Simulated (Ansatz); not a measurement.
Exact exchange and the electronic atomisation energy of CH5AlO2

CH5AlO2 has 9 atoms, charge 0, and is taken as a singlet. As SMILES, `C[Al](O)O`. Geometry: relaxed at PBE0-D4/def2-TZVP. This is one conformer, not always the lowest.

The electronic atomisation energy y, in eV, basis def2-SVP; a is the functional's share of exact exchange. Programs: Ansatz 0.2.0.

| functional | program | a | y (eV) |
| --- | --- | --- | --- |
| r2SCAN | Ansatz | 0 | 35.42 |
| BLYP | Ansatz | 0 | 34.92 |
| B3LYP | Ansatz | 0.2 | 34.97 |
| PBE0 | Ansatz | 0.25 | ? |
| r2SCAN0 | Ansatz | 0.25 | 34.76 |
| BHLYP | Ansatz | 0.5 | 33.92 |

**Question.** Fit y = c + s·a to the known rows and predict PBE0.

**Answer.** 
1. Means of the 5 rows: a = 0.1900, y = 34.798.
2. Σ(Δa)² = 0.172, Σ(Δa·Δy) = -0.4141, so the slope is -0.4141/0.172 = -2.4076.
3. Intercept: 34.798 − (-2.4076) × 0.1900 = 35.255. The largest residual of the fit is 0.34.
4. PBE0: 35.255 + (-2.4076) × 0.25 = 34.65 eV.

The run gave 34.91 eV, so the prediction is off by -0.26 eV, within the scatter of the fit. The rows mix families of semi-local functionals, which the line can't see.
